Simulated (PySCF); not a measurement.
# Fractional electron number in Ag (silver, neutral)

The 5s alpha orbital of [Kr] 4d10 5s1 is emptied in steps (occupation f), with all orbitals relaxed, ending at [Kr] 4d10. Computed with PySCF 2.14 in def2-TZVP with the def2 core potential (28 electrons) (6s4p3d1f, 40 functions), with a scalar-relativistic core potential. The exact energy is a straight line in f; departures are measured from the line between the end points of the same method.

| f | UHF (eV) | LDA (eV) | PBE (eV) | PBE0 (eV) | r2SCAN (eV) | LC-wPBE (eV) | BHandHLYP (eV) | wB97X (eV) | TPSS (eV) | MN15 (eV) |
| --- | --- | --- | --- | --- | --- | --- | --- | --- | --- | --- |
| 1 | 0.000 | 0.000 | 0.000 | 0.000 | 0.000 | 0.000 | 0.000 | 0.000 | 0.000 | 0.000 |
| 0.8 | 0.018 | -0.534 | -0.523 | -0.376 | -0.468 | -0.005 | -0.258 | -0.051 | -0.497 | -0.272 |
| 0.6 | 0.027 | -0.805 | -0.790 | -0.566 | -0.708 | -0.007 | -0.390 | -0.073 | -0.751 | -0.402 |
| 0.4 | 0.026 | -0.807 | -0.796 | -0.569 | -0.708 | -0.008 | -0.392 | -0.068 | -0.757 | -0.392 |
| 0.2 | 0.017 | -0.539 | -0.534 | -0.381 | -0.472 | -0.006 | -0.263 | -0.041 | -0.510 | -0.250 |
| 0 | 0.000 | 0.000 | 0.000 | 0.000 | 0.000 | 0.000 | 0.000 | 0.000 | 0.000 | 0.000 |

| method | E(f=0) − E(f=1) (eV) | −ε at f=1 (eV) | −ε at f=0.4 (eV) |
| --- | --- | --- | --- |
| UHF | 6.359 | 6.474 | 6.334 |
| LDA | 8.329 | 5.012 | 8.992 |
| PBE | 7.995 | 4.752 | 8.631 |
| PBE0 | 7.674 | 5.336 | 8.136 |
| r2SCAN | 7.871 | 4.975 | 8.466 |
| LC-wPBE | 7.389 | 7.349 | 7.388 |
| BHandHLYP | 7.447 | 5.839 | 7.761 |
| wB97X | 7.369 | 7.036 | 7.456 |
| TPSS | 7.760 | 4.670 | 8.355 |
| MN15 | 7.765 | 6.048 | 8.158 |

Orbital energy along the path (eV):

```json
{"f": "1", "UHF": "-6.474", "LDA": "-5.012", "PBE": "-4.752", "PBE0": "-5.336", "r2SCAN": "-4.975", "LC-wPBE": "-7.349", "BHandHLYP": "-5.839", "wB97X": "-7.036", "TPSS": "-4.670", "MN15": "-6.048"}
{"f": "0.8", "UHF": "-6.425", "LDA": "-6.313", "PBE": "-6.015", "PBE0": "-6.257", "r2SCAN": "-6.087", "LC-wPBE": "-7.372", "BHandHLYP": "-6.471", "wB97X": "-7.186", "TPSS": "-5.881", "MN15": "-6.759"}
{"f": "0.6", "UHF": "-6.378", "LDA": "-7.643", "PBE": "-7.309", "PBE0": "-7.190", "r2SCAN": "-7.268", "LC-wPBE": "-7.383", "BHandHLYP": "-7.111", "wB97X": "-7.331", "TPSS": "-7.107", "MN15": "-7.469"}
{"f": "0.4", "UHF": "-6.334", "LDA": "-8.992", "PBE": "-8.631", "PBE0": "-8.136", "r2SCAN": "-8.466", "LC-wPBE": "-7.388", "BHandHLYP": "-7.761", "wB97X": "-7.456", "TPSS": "-8.355", "MN15": "-8.158"}
{"f": "0.2", "UHF": "-6.293", "LDA": "-10.348", "PBE": "-9.981", "PBE0": "-9.096", "r2SCAN": "-9.638", "LC-wPBE": "-7.403", "BHandHLYP": "-8.423", "wB97X": "-7.544", "TPSS": "-9.642", "MN15": "-8.776"}
{"f": "0", "UHF": "-6.254", "LDA": "-11.693", "PBE": "-11.349", "PBE0": "-10.055", "r2SCAN": "-10.819", "LC-wPBE": "-7.439", "BHandHLYP": "-9.110", "wB97X": "-7.591", "TPSS": "-10.991", "MN15": "-9.208"}
```

Reference removal energy between the ground levels: 7.576 eV (measured; NIST Atomic Spectra Database, ionization energies). UHF lacks correlation.
